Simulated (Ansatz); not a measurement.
Frontier orbitals of CH$_{7}$B$_{2}$FSi (`BCB[SiH2]F`).

```xyz
12

B    -1.0070   -1.8349   -0.4966
C     0.2760   -1.0809   -0.0679
B    -0.1467    0.2293    0.6585
Si    0.6279    1.9760    0.0420
F     0.1195    3.2493    0.8805
H    -1.2901   -1.9662   -1.6518
H    -1.7475   -2.2633    0.3395
H     1.0428   -0.9677   -0.8345
H     0.6585   -1.6502    0.8010
H    -0.9190    0.1557    1.5716
H     2.1147    1.9411    0.1441
H     0.2709    2.2119   -1.3865
```

Charge 0, multiplicity 1. Geometry: relaxed with PBE0-D4/def2-TZVP. It is one conformer, not always the lowest. Basis def2-TZVPP, the Gaussian-basis code of Ansatz.

```json
{"functional": "PBE", "HOMO (eV)": "-6.84", "LUMO (eV)": "-3.35", "gap (eV)": "3.49"}
{"functional": "PBE0", "HOMO (eV)": "-8.07", "LUMO (eV)": "-2.39", "gap (eV)": "5.68"}
{"functional": "B3LYP", "HOMO (eV)": "-7.89", "LUMO (eV)": "-2.58", "gap (eV)": "5.31"}
{"functional": "r2SCANh", "HOMO (eV)": "-7.54", "LUMO (eV)": "-2.71", "gap (eV)": "4.83"}
{"functional": "HSE06 (plane-wave form)", "HOMO (eV)": "-7.67", "LUMO (eV)": "-2.77", "gap (eV)": "4.90"}
{"functional": "BHLYP", "HOMO (eV)": "-9.25", "LUMO (eV)": "-1.33", "gap (eV)": "7.92"}
{"functional": "ωB97M-V", "HOMO (eV)": "-10.23", "LUMO (eV)": "-0.43", "gap (eV)": "9.80"}
{"functional": "HF", "HOMO (eV)": "-11.04", "LUMO (eV)": "1.12", "gap (eV)": "12.16"}
```

Against PBE, PBE0 changes HOMO and LUMO by −1.23 and +0.96 eV, ωB97M-V by −3.39 and +2.91 eV. A gap of 3.49 eV thus becomes 9.79 eV for the same molecule, so an orbital gap means little without its functional.

B3LYP here is the variant with VWN-RPA as its local correlation; programs differ in this.
